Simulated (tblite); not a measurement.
Run record: tight-binding relaxation, `C1[CH]([GeH]2[CH2]C[CH2]2)C1`.

Computed with GFN2-xTB geometry optimisation, gas phase (tblite 0.8.0). Start geometry: from a force field or distance geometry. A driver script takes a list of jobs; this job's settings line and coordinates (Å) are shown.

Command:
```bash
OMP_NUM_THREADS=1 python probes_run.py task.json out
```

Input:
```
{"job": {"kind": "relax", "xc": "GFN2-xTB", "basis": "xTB"}, "charge": 0, "multiplicity": 1}
C      2.283600     0.366500     0.146800
C      1.869400    -0.053600    -1.251900
Ge     0.158400    -0.677300    -0.705900
C     -1.195600     0.611000    -0.257600
C     -2.514900     0.700000    -0.928300
C     -2.418400    -0.073600     0.369300
C      1.439600    -0.722500     0.762300
H      3.365200     0.174600     0.327500
H      2.023400     1.398300     0.422000
H      1.915800     0.804400    -1.919200
H      2.518100    -0.912400    -1.560600
H     -0.282900    -2.092800    -1.069600
H     -0.888400     1.551600     0.270200
H     -3.160700     1.602100    -0.804200
H     -2.708900     0.184900    -1.875300
H     -2.570300    -1.148600     0.237300
H     -2.733100     0.399300     1.313300
H      0.969100    -0.391300     1.721000
H      1.920600    -1.711600     0.840800
```

Output:
```
step      E/eV     max force
  0    -565.44083    3.331
  1    -565.80293    1.325
  2    -565.97218    1.227
  3    -566.12469    0.705
  4    -566.20335    0.644
  5    -566.25503    0.441
  6    -566.28724    0.402
  7    -566.30813    0.341
  8    -566.32343    0.263
  9    -566.33540    0.208
... (41 lines left out)
 51    -566.45113    0.040
 52    -566.45137    0.039
 53    -566.45156    0.026
 54    -566.45168    0.021
 55    -566.45175    0.022
 56    -566.45181    0.022
 57    -566.45187    0.016
 58    -566.45190    0.010
 59    -566.45192    0.012
 60    -566.45193    0.009
```

«max force» is the largest atomic force in eV/Å.

**Question.** From which step on does the largest force stay under 0.1 eV/Å, and how much energy is left to gain from there?

**Answer.** From step 45 (0.099 eV/Å), 4.8 meV above the end.

In short: energy lowered by 23.3 kcal/mol over 60 steps; largest atomic force 0.009 eV/Å at the end.

**Question.** Where do the atoms end?

**Answer.** 0.320 Å rms from the input after alignment:
```
atom  x, y, z in Å
C1     2.4322    0.2149    0.1366
C2     1.8278    0.1296   -1.2765
Ge3    0.1663   -0.6625   -0.4912
C4    -1.3245    0.5758   -0.1301
C5    -2.5342    0.5708   -1.0179
C6    -2.6360    0.0487    0.3741
C7     1.5911   -0.8199    0.9049
H8     3.5050    0.0205    0.1684
H9     2.2612    1.2088    0.5507
H10    1.7958    1.0789   -1.8059
H11    2.3698   -0.5845   -1.8938
H12   -0.4170   -1.9395   -1.0999
H13   -1.0205    1.5418    0.2543
H14   -3.0039    1.5148   -1.2525
H15   -2.5675   -0.1445   -1.8277
H16   -2.7392   -1.0191    0.5066
H17   -3.1751    0.6309    1.1072
H18    1.3942   -0.5561    1.9412
H19    2.0647   -1.8001    0.8896
```

Hardware: an Arm Neoverse V1 with one thread, on a shared host. Cost: 0.44 s.
Labels such as C1 count atoms from 1, the log's own numbers from 0.
